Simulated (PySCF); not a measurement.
A side-by-side comparison of computed properties.

First species: C7H12SSi.
InChI=1S/C7H12SSi/c1-3-5-9-6-7(9)8-4-2/h7,9H,4,6H2,1-2H3/t7-,9+/m0/s1

Second species: C₄H₁₃NOSi₂.
SMILES: `C1C(C1)CN[SiH2]O[SiH3]`

Levels: PBE0/pcSseg-1 for dipole moment, HOMO energy, LUMO energy and HOMO–LUMO gap; GFN2-xTB for rotational constant A and rotational constant C. Geometries: GFN2-xTB. Each structure is a single optimised conformer of the isolated species, non-relativistic unless stated. Electronic properties by PySCF.

Dipoles, sizes and rotational constants follow the conformer. The torsions of the flexible species, by atom-mapped SMILES:
- `[CH3:1][C:2]#[C:3][Si@@H:4]1[CH2:5][C@H:6]1[S:7][CH2:8][CH3:9]`: C5–C6–S7–C8 -88°, C6–S7–C8–C9 69°
- `[SiH3:1][O:2][SiH2:3][NH:4][CH2:5][CH:6]1[CH2:7][CH2:8]1`: Si1–O2–Si3–N4 157°, O2–Si3–N4–C5 179°, Si3–N4–C5–C6 146°, N4–C5–C6–C7 89°

| property | column X | column Y |
| --- | --- | --- |
| dipole moment | 2.69 D | 0.76 D |
| HOMO energy | -6.07 eV | -6.67 eV |
| LUMO energy | -0.26 eV | 0.37 eV |
| HOMO–LUMO gap | 5.81 eV | 7.04 eV |
| rotational constant A | 3.078 GHz | 4.485 GHz |
| rotational constant C | 0.410 GHz | 0.424 GHz |

Question: Which column belongs to which species?

Answer: Column X is the first species and column Y the second. The first has 21 atoms and 84 electrons, the second 21 and 80.

Question: How does each property change from the first species to the second?

Answer: dipole moment -1.93 D; HOMO energy -0.60 eV; LUMO energy +0.63 eV; HOMO–LUMO gap +1.23 eV; rotational constant A +1.407 GHz; rotational constant C +0.014 GHz.

On the first: The dipole matches unit charges of opposite sign 0.56 Å apart (1 e·Å = 4.8032 D).

On the second: The dipole equals about 2.5 × 10⁻³⁰ C·m (1 D = 3.33564 × 10⁻³⁰ C·m).
